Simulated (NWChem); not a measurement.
CH₃F₃OSi; SMILES FC(F)(F)[SiH2]O

```xyz
9

Si    -0.6436    -1.0686     0.0014
O      0.5904    -2.1724    -0.0682
C      0.0411     0.7319    -0.0137
F      0.7458     1.0291    -1.1303
F      0.8655     0.9588     1.0468
F     -0.9718     1.6326     0.0718
H     -1.4576    -1.2540    -1.2163
H     -1.4523    -1.1646     1.2439
H      1.1950    -2.2169     0.6857
```
Atoms are numbered in this order, from 1.

Program: NWChem. Medium grid unless said otherwise, to which SCAN and Minnesota functionals are sensitive. Coordinates come from a B3LYP/6-31G* (spherical d) optimisation. Total energies of different functionals are on different scales.

```tsv
level	energy (Ha)	highest occupied level (eV)	orbital gap (eV)	dipole (D)
PBE/def2-TZVP	-703.8390	-7.58	6.33	1.93
B3LYP/def2-TZVP	-704.4186	-9.00	8.35	2.10
M06-2X/def2-TZVP	-704.2311	-10.74	11.10	2.24
r2SCAN/def2-TZVP	-704.1926	-7.96	7.16	2.03
TPSSh/def2-TZVP	-704.4037	-8.38	7.70	2.07
CAM-B3LYP/def2-TZVP	-704.2993	-10.70	(withheld)	(withheld)
```

Some entries are withheld; supply them.


- CAM-B3LYP/def2-TZVP, orbital gap (eV): 11.26
- CAM-B3LYP/def2-TZVP, dipole (D): 2.16
